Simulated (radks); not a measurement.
Initial-state core-level shifts of the holmium ion Ho2+ when its valence configuration changes from [Xe] 4f11. Calculated with a radial shooting solver on a logarithmic mesh with Libxc functionals: scalar-relativistic Kohn-Sham, PBE, spin-polarised, spherical densities, finite nucleus; open shells are filled with parallel spins first (spin-orbit coupling, left out, can overturn this in heavy ions); Fermi nuclear charge, rms radius 5.2022 fm. Shifts are changes of the shell-averaged eigenvalues in eV (positive: less bound); the change of the density at the nucleus, which sets a Mossbauer isomer shift, is in e/bohr^3, on a base of 8.473e+05.

| valence | 2s | 4s | 4d | 5s | density at nucleus |
|---|---|---|---|---|---|
| 4f9 6p2 | -23.553 | -24.288 | -23.427 | -15.909 | +81.48 |
| 4f10.5 6s0.5 | -4.607 | -4.821 | -4.660 | -3.172 | +42.61 |
| 4f10 6s1 | -9.691 | -10.107 | -9.747 | -6.503 | +92.01 |
| 4f10 6p1 | -10.992 | -11.406 | -11.049 | -7.811 | +35.69 |
| 4f7 6s2 6p2 | -50.391 | -51.192 | -48.942 | -30.525 | +364.56 |
